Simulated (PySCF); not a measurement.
Si(NHSiH3)(Cl)3 (Cl3H4NSi2), SMILES Cl[Si](Cl)(Cl)N[SiH3]. Atoms are numbered in the order given.

```xyz
10

Si    -2.5540     0.0986     0.9770
N     -1.0448     0.8595     0.5048
Si     0.3483     0.1066    -0.1180
Cl     1.1075    -1.2868     1.1789
Cl     1.7554     1.5561    -0.4518
Cl    -0.0347    -0.8794    -1.8732
H     -2.3904    -1.3578     0.7140
H     -3.6929     0.6404     0.1788
H     -2.8366     0.3305     2.4242
H     -0.9670     1.8683     0.6069
```
Charge 0, spin multiplicity 1.

Geometry optimised at PBE0-D3(BJ)/def2-SVP. One conformer was computed; it need not be the lowest.

Level of theory: PBE/def2-TZVP run with PySCF.

Isolated molecule, no solvent.

```yaml
total_energy: -2016.10805 hartree
highest_occupied_level: -6.86 eV
lowest_empty_level: -1.21 eV
orbital_gap: 5.65 eV
dipole_moment: 1.97 D
quadrupole, principal values (traceless, Buckingham form, about the centre of nuclear charge): -3.80, -0.25, 4.05 D·Å
mean_static_polarisability: 92.6 bohr³ (13.72 Å³)
polarisability_principal_values: 86.9, 89.0, 101.8 bohr³
```
